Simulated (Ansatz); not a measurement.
Cost and result for the atomization energy of BH₇O₃Si₂ (`OB(O[SiH3])O[SiH3]`) (13 atoms, 12 bonds).

Z-matrix (Å, degrees):
```
Si
O 1 1.636
H 1 1.482 2 108.2
H 1 1.484 2 109.7 3 119.8
H 1 1.488 2 110.4 3 -119.6
B 2 1.359 1 143.0 3 137.7
O 6 1.361 2 117.2 1 -162.5
O 6 1.371 2 123.5 1 17.7
H 7 0.959 6 111.7 2 -178.9
Si 8 1.643 6 138.9 2 11.0
H 10 1.484 8 109.9 6 -97.2
H 10 1.482 8 107.6 6 143.3
H 10 1.487 8 110.5 6 23.8
```

Charge 0, multiplicity 1. The geometry is a stationary point of PBE0-D4/def2-TZVP. It is one conformer, not always the lowest. Program: Ansatz. All runs use 2 threads of an AMD EPYC 7R13 on a shared host and a share of an NVIDIA H100 80 GB. Times are those of one run each, without the atoms' runs, and a repeat can differ threefold. Electronic energies, without spin–orbit coupling; frozen cores. CCSD(T)/CBS adds CCSD(T) − MP2 in def2-TZVPP to the MP2 limit, and its time is that of the two runs behind it. T1 = 0.012. B3LYP takes the VWN-RPA correlation (the form of Gaussian; ORCA's B3LYP/G).

CCSD(T)/CBS is a level of theory with its own doubt, some kJ/mol a heavy atom from the limit and from the frozen cores, so smaller differences don't rank the functionals.

```tsv
level	functions	wall time
PBE-D4/def2-TZVPP (with forces)	306	3.7 s
PBE0-D4/def2-TZVPP	306	4.2 s
r2SCAN-D4/def2-TZVPP (with forces)	306	4.6 s
B2PLYP/def2-TZVPP	306	5 s
B3LYP-D4/def2-TZVPP (with forces)	306	6 s
ωB97X-V/def2-TZVPP	306	6.5 s
MP2/def2-QZVPP	578	6.5 s
ωB97M-V/def2-TZVPP (with forces)	306	9 s
CCSD(T)/def2-TZVPP	306	11 s
CCSD(T)/CBS(def2)	–	18 s
```

Question: What atomization energy does each give, and how far from CCSD(T)/CBS? (An estimate is asked.)

Answer: The calculation gave: 
```json
{"level": "PBE-D4/def2-TZVPP (with forces)", "atomization (kcal/mol)": "1194.8", "difference from CCSD(T)/CBS": "-1.0", "per bond": "-0.1"}
{"level": "PBE0-D4/def2-TZVPP", "atomization (kcal/mol)": "1177.7", "difference from CCSD(T)/CBS": "-18.1", "per bond": "-1.5"}
{"level": "r2SCAN-D4/def2-TZVPP (with forces)", "atomization (kcal/mol)": "1195.1", "difference from CCSD(T)/CBS": "-0.7", "per bond": "-0.1"}
{"level": "B2PLYP/def2-TZVPP", "atomization (kcal/mol)": "1180.6", "difference from CCSD(T)/CBS": "-15.2", "per bond": "-1.3"}
{"level": "B3LYP-D4/def2-TZVPP (with forces)", "atomization (kcal/mol)": "1190.7", "difference from CCSD(T)/CBS": "-5.1", "per bond": "-0.4"}
{"level": "ωB97X-V/def2-TZVPP", "atomization (kcal/mol)": "1196.9", "difference from CCSD(T)/CBS": "1.1", "per bond": "0.1"}
{"level": "MP2/def2-QZVPP", "atomization (kcal/mol)": "1206.4", "difference from CCSD(T)/CBS": "10.6", "per bond": "0.9"}
{"level": "ωB97M-V/def2-TZVPP (with forces)", "atomization (kcal/mol)": "1197.0", "difference from CCSD(T)/CBS": "1.2", "per bond": "0.1"}
{"level": "CCSD(T)/def2-TZVPP", "atomization (kcal/mol)": "1163.5", "difference from CCSD(T)/CBS": "-32.3", "per bond": "-2.7"}
{"level": "CCSD(T)/CBS(def2)", "atomization (kcal/mol)": "1195.8", "difference from CCSD(T)/CBS": "0.0", "per bond": "0.0"}
```

From PBE to PBE0 (25 % exact exchange), in def2-TZVPP and without D4, the atomization energy moves by −16.1 kcal/mol: exact exchange takes away binding that semilocal exchange gives to molecules. The D4 term adds +11.5 kcal/mol with B3LYP and +6.1 kcal/mol with PBE0; it sums over pairs of atoms, weighted by their polarisabilities, and B3LYP, whose exchange is more repulsive, gets the larger term. In def2-TZVPP, CCSD(T) changes the Hartree–Fock value by +268.5 kcal/mol (the triples alone add +14.4 kcal/mol) and MP2 by +291.9 kcal/mol; breaking electron pairs costs correlation energy, which Hartree–Fock lacks.
